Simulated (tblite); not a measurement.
Compound: deprotonated selenone 10a, C9H10N3Se (charge -1).
Cartesian coordinates in Å at the GFN2-xTB level; atoms count from 1:
```xyz
23
C9H10N3Se angstrom
C     -3.208   -1.558    0.383
N     -2.043   -0.760    0.154
C     -0.749   -1.134    0.444
C      0.088   -0.107    0.076
C      1.505   -0.029    0.173
C      2.350   -1.027    0.690
C      3.640   -0.529    0.579
C      3.508    0.735    0.003
N      2.238    1.046   -0.245
N     -0.740    0.879   -0.433
C     -0.312    2.151   -0.943
C     -2.017    0.469   -0.378
Se    -3.481    1.426   -0.936
H     -4.079   -0.994    0.049
H     -3.147   -2.493   -0.178
H     -3.312   -1.785    1.447
H     -0.530   -2.085    0.881
H      2.044   -1.980    1.089
H      4.558   -1.012    0.874
H      4.296    1.432   -0.243
H      0.781    2.168   -0.867
H     -0.758    2.955   -0.354
H     -0.638    2.262   -1.979
```

All values are computed: GFN2-xTB (tblite) harmonic vibrations without scaling, gas phase. Against measured fundamentals such values can be off by several per cent, at times by over 20. One conformer, not necessarily the lowest.

Harmonic wavenumbers (cm⁻¹): 53.9, 65.6, 90.5, 115.2, 119.4, 177.0, 201.3, 205.3, 235.0, 255.2, 303.9, 337.8, 358.9, 455.6, 533.7, 547.2, 578.0, 602.1, 635.8, 656.3, 656.4, 767.1, 778.3, 791.8, 807.5, 870.3, 920.1, 1024.1, 1047.0, 1076.3, 1085.7, 1112.2, 1113.2, 1122.6, 1138.0, 1144.5, 1168.6, 1317.4, 1342.1, 1355.8, 1371.4, 1380.5, 1391.2, 1399.2, 1417.2, 1441.6, 1453.2, 1460.2, 1465.6, 1471.8, 1483.3, 1492.9, 1589.4, 2908.1, 2961.1, 2974.1, 2978.0, 2992.0, 3012.5, 3044.7, 3060.6, 3081.2, 3193.5.

A = 1555, B = 311.1, C = 260.1 MHz; mass 240.004 u (most abundant isotopes); point group Cs, symmetry number 1.

**Question.** Zero-point energy?

**Answer.** Half the sum of the wavenumbers: 38095 cm⁻¹ = 108.92 kcal/mol.

**Question.** What is S at 273.15 K and 1 bar for an ideal gas of classical rigid rotors and harmonic oscillators?

**Answer.** Translation 41.92, rotation 31.95, vibration 35.36: S = 109.2 cal/(mol K).

**Question.** And Cp and H(273.15 K) − H(0)?

**Answer.** Cp = 45.03 cal/(mol K), of which vibrations give 37.09 (their classical limit is 63 R = 125.2); H(273.15 K) − H(0) = 7.36 kcal/mol without the zero-point energy, 5.19 from vibrations.

**Question.** What must be added to the electronic energy to get the Gibbs energy at 273.15 K and 1 bar?

**Answer.** ZPE + [H(273.15 K) − H(0)] − T·S = 108.92 + 7.36 − 29.84 = 86.44 kcal/mol.

**Question.** How do the functions run with temperature in this model?

**Answer.** 
```json
{"T (K)": "50", "S (cal/(mol K))": "64.0", "Cp (cal/(mol K))": "14.8", "H − H(0) (kcal/mol)": "0.52", "G − H(0) (kcal/mol)": "-2.68", "ln q(vib)": "0.56"}
{"T (K)": "100", "S (cal/(mol K))": "76.9", "Cp (cal/(mol K))": "22.8", "H − H(0) (kcal/mol)": "1.48", "G − H(0) (kcal/mol)": "-6.21", "ln q(vib)": "2.12"}
{"T (K)": "298.15", "S (cal/(mol K))": "113.3", "Cp (cal/(mol K))": "48.3", "H − H(0) (kcal/mol)": "8.53", "G − H(0) (kcal/mol)": "-25.26", "ln q(vib)": "9.11"}
{"T (K)": "373.15", "S (cal/(mol K))": "125.2", "Cp (cal/(mol K))": "57.8", "H − H(0) (kcal/mol)": "12.51", "G − H(0) (kcal/mol)": "-34.21", "ln q(vib)": "11.71"}
{"T (K)": "500", "S (cal/(mol K))": "144.1", "Cp (cal/(mol K))": "71.8", "H − H(0) (kcal/mol)": "20.75", "G − H(0) (kcal/mol)": "-51.30", "ln q(vib)": "16.04"}
{"T (K)": "750", "S (cal/(mol K))": "177.2", "Cp (cal/(mol K))": "91.0", "H − H(0) (kcal/mol)": "41.30", "G − H(0) (kcal/mol)": "-91.58", "ln q(vib)": "24.23"}
{"T (K)": "1000", "S (cal/(mol K))": "205.1", "Cp (cal/(mol K))": "103.0", "H − H(0) (kcal/mol)": "65.66", "G − H(0) (kcal/mol)": "-139.46", "ln q(vib)": "31.81"}
```

q(vib) and H(0) count from the zero-point level.

**Question.** Which modes carry the vibrational entropy at 273.15 K?

**Answer.** 53.9 cm⁻¹: 4.50; 65.6 cm⁻¹: 4.11; 90.5 cm⁻¹: 3.48; 115.2 cm⁻¹: 3.01; 119.4 cm⁻¹: 2.94; 177.0 cm⁻¹: 2.20 cal/(mol K); the other 57 give 15.13 together.

Hindered rotation and anharmonicity are outside this model. Other conformers, if any are populated, would add a mixing term that is left out.
